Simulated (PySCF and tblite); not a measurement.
C₇H₁₁N, numbered as in [N:1]#[C:2][CH:3]1[CH2:4][CH2:5][CH2:6][CH2:7][CH2:8]1.

Free energies: CAM-B3LYP-D3(BJ)/def2-SVPD (IEF-PCM, chloroform) on PBE0-D3(BJ)/def2-SVP structures plus GFN2-xTB thermal terms, symmetry and mirror images included. Conformers within 3 kcal/mol (GFN2-xTB free energy) were kept, 8 at most. GIAO shieldings: PBE0/pcSseg-1 (IEF-PCM, chloroform). Shifts are against TMS (¹H), TMS (¹³C), NH3 (¹⁵N) at the same level. Programs: PySCF with density fitting and tblite.

The 6-ring runs over atoms 3–4–5–6–7–8.

| conformer | shape | symmetry | E(GFN2) kcal/mol | E(DFT) kcal/mol |
| --- | --- | --- | --- | --- |
| 1 | 6-ring chair (all substituents equatorial) | Cs | 0.05 | 0.00 |
| 2 | 6-ring chair (C2 axial) | Cs | 0.00 | 0.24 |

(1) How much do the weights at 298.15 K and the averaged shift of H3 depend on how the conformers are weighted?

Results:

(1) 
| weighting | 1 (%) | 2 (%) | δ (ppm) | rms dipole (D) |
| --- | --- | --- | --- | --- |
| DFT energy with thermal terms, symmetry and mirror images (full scheme) | 64 | 36 | 2.36 | 5.31 |
| DFT energy with symmetry and mirror images | 60 | 40 | 2.38 | 5.30 |
| bare DFT energy | 60 | 40 | 2.38 | 5.30 |
| GFN2-xTB energy with symmetry and mirror images | 48 | 52 | 2.45 | 5.26 |
| GFN2-xTB free energy | 52 | 48 | 2.43 | 5.27 |
| leading conformer alone | 100 | 0 | 2.16 | 5.43 |
| equal weights | 50 | 50 | 2.44 | 5.26 |
| full scheme, search stopped after three starts | 0 | 100 | 2.72 | 5.09 |

The largest departure from the full scheme, 0.36 ppm, comes with: full scheme, search stopped after three starts.


¹⁵N shifts are against a computed isolated NH3 molecule, about 20 ppm from the liquid.